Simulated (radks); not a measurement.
Task: All-electron calculation, non-relativistic Kohn-Sham, LDA (Slater exchange, VWN5 correlation), spin-unpolarised, spherical densities, point nucleus. Program: a radial shooting solver on a logarithmic mesh with Libxc functionals. Response by self-consistent Sternheimer equations with the Hartree and adiabatic LDA kernel. Rank Sr5+, Sr6+, Sr, Sr3+, Sr2+, Sr4+, Sr+ (NIST ground configurations) by static dipole polarisability, largest first.

Result: Sr 188.5, Sr+ 84.28, Sr2+ 5.996, Sr3+ 4.590, Sr4+ 3.640, Sr5+ 2.965, Sr6+ 2.469 bohr^3.
